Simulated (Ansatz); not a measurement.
Frontier orbitals of `OC1[SiH2][Se]1`.

The species carries charge 0 and has multiplicity 1. Correlated methods include outer-core shells of Se, which these sets cover unevenly. Scalar relativity is left out up to krypton. All single points use the PBE0-D4/def2-TZVP geometry. It is one conformer, not always the lowest. Basis def2-TZVPP, Ansatz.

```
 functional  HOMO (eV)  LUMO (eV)  gap (eV)
LDA (SPW92)      -5.72      -1.60      4.12
        PBE      -5.58      -1.39      4.19
       PBE0      -6.71      -0.57      6.14
    ωB97M-V      -8.84       1.19     10.03
         HF      -9.17       2.49     11.66
```

From PBE to PBE0 the HOMO moves by −1.12 eV and the LUMO by +0.82 eV, and with ωB97M-V by −3.26 and +2.58 eV, so the gap grows from 4.19 to 10.03 eV with exact exchange. A positive LUMO is unbound and depends on the basis.
